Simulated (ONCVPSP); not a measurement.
boron: excitation energies, all-electron against ONCV

- Element: boron
- Generator: ONCVPSP 4.0.1
- Type: optimised norm-conserving Vanderbilt (ONCV)
- Functional: PBEsol
- Relativity: scalar-relativistic
- Frozen core: [He]
- Valence charge: 3
- Reference configuration: 2s2 2p1
- Partial waves: 2s: rc 1.50 bohr, ncon 4, nbas 9, qcut 4.5 1/bohr, local; 2p: rc 2.95 bohr, ncon 4, nbas 8, qcut 4.5 1/bohr, 2 projectors, debl 0.5 Ha; d scattering state at 0.14 Ha: rc 3.25 bohr, ncon 4, nbas 9, qcut 3 1/bohr, 2 projectors, debl 3.5 Ha
- Local potential: the s channel
- Core correction: none

Energies are relative to the spin-unpolarised reference configuration 2s2 2p1; without spin polarisation the order of configurations can differ from experiment.

| valence configuration | charge | ΔE all-electron (eV) | error AE − PS (meV) |
| --- | --- | --- | --- |
| 2s2 2p0.5 | +0.5 | 2.855 | +12 |
| 2s0 2p3 | 0 | 11.656 | -44 |

Q: What are ΔE and the potential's error for 2s2 2p0?

A: ΔE = 8.139 eV all-electron; the error (AE − PS) is +81 meV.

Q: What are ΔE and the potential's error for 2s1 2p0?

A: ΔE = 33.401 eV all-electron; the error (AE − PS) is +260 meV.

Levels in the configuration 2s1 2p0:

```csv
level,all-electron (eV),pseudo (eV)
2s,-31.279,-31.044
```

Note: no bound ghost flagged; GHOST(+) flagged for d at 99.3 eV.
